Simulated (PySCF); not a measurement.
Geometry (Å), atoms numbered from 1 in this order:
```xyz
20

C     3.262    1.933   -0.523
C     2.524    0.819   -0.670
C     1.140    0.716   -0.266
C     0.335   -0.372   -0.380
C     0.757   -1.689   -0.961
C    -1.039   -0.314    0.078
C    -2.047   -1.250    0.084
C    -3.186   -0.616    0.663
C    -2.791    0.653    0.966
O    -1.504    0.841    0.617
H     2.837    2.838   -0.078
H     4.306    1.973   -0.840
H     2.995   -0.061   -1.120
H     0.702    1.615    0.179
H     0.641   -2.497   -0.221
H     1.801   -1.685   -1.292
H     0.128   -1.953   -1.826
H    -1.979   -2.271   -0.282
H    -4.171   -1.047    0.832
H    -3.296    1.504    1.415
```

- geometry from PBE0-D3(BJ)/def2-SVP
- shielding tensors at PBE/pcSseg-1 (GIAO)
- program: PySCF 2.14
- fast rotation and ring inversion assumed for equivalent nuclei, gas phase, non-relativistic Hamiltonian, one conformer

Shifts are taken against calculated references (same method and geometry level): 13C and 1H vs TMS; H2O for 17O.

| atoms | nucleus | count | δ (ppm) |
| --- | --- | --- | --- |
| H14 | 1H | 1 | ? |
| H20 | 1H | 1 | ? |
| H18 | 1H | 1 | 6.30 |
| C9 | 13C | 1 | ? |
| O10 | 17O | 1 | 297.7 |
| C8 | 13C | 1 | 115.4 |
| C2 | 13C | 1 | 138.1 |
| C6 | 13C | 1 | 157.4 |
| H13 | 1H | 1 | 6.86 |
| C3 | 13C | 1 | ? |
| H15/H16/H17 | 1H | 3 | 2.03 |
| C5 | 13C | 1 | 14.2 |
| H11 | 1H | 1 | 5.51 |
| H19 | 1H | 1 | ? |
| H12 | 1H | 1 | 5.38 |
| C1 | 13C | 1 | ? |
| C7 | 13C | 1 | 110.2 |
| C4 | 13C | 1 | 129.3 |

Question: Estimate the values marked ?.

Answer: 
- C9: 142.8 ppm, aromatic CH next to the ring oxygen
- C3: 129.1 ppm, alkene CH; an sp2 carbon of a C=C bond
- C1: 122.5 ppm, terminal =CH2 carbon; the olefinic region
- H20: 7.24 ppm, hydrogen on an aromatic CH next to the ring oxygen; the ring current deshields protons in the ring plane
- H14: 6.86 ppm, hydrogen on an alkene CH; a vinylic proton, deshielded by the sp2 carbon and the C=C anisotropy
- H19: 6.41 ppm, hydrogen on an aromatic CH; the ring current deshields protons in the ring plane

Shifts are as computed. Against solution values, carbons near 30 ppm lie about +2 ppm off and those near 130 ppm about +2 ppm. Of 1211 compounds with measured shifts, 218 miss one by over three times the rms of a fit or turn the order of signals round; such compounds aren't used in these exercises. Unscaled 17O shifts of doubly bonded oxygen tend to come out too high, by tens of ppm or more. Experimental scales use liquid or dissolved standards, which lie at an offset from isolated H2O (liquid H2O: subtract about 36 ppm).
